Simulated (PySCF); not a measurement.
## F: excitation energy

F [He] 2s2 2p5 (2P) → F [He] 2s1 2p6 (2S), as a difference of total energies. Computed with PySCF 2.14 in aug-cc-pVTZ with one added diffuse shell each of s, p, d, f type (6s5p4d3f, 62 functions), with no relativity, point nucleus. Correlated levels: valence: 1s2 frozen. The calculations carry no spin-orbit coupling.

```csv
method,excitation energy (eV)
UHF,23.901
LDA,18.280
PBE,18.939
PBE0,20.195
r2SCAN,20.658
HSE06,20.148
M06,20.000
B2PLYP,20.793
CAM-B3LYP,19.852
MP2 (valence),21.900
SCS-MP2 (valence),21.786
```

Task: How much does correlation contribute at MP2 (valence)?

Result: 21.900 − (23.901) = -2.001 eV, measured against UHF.

A first-order spin-orbit estimate (lowest level to lowest level, LS coupling) adds 0.017 eV.

The upper state lies above the first ionisation limit, where it may autoionise and the basis confines it.
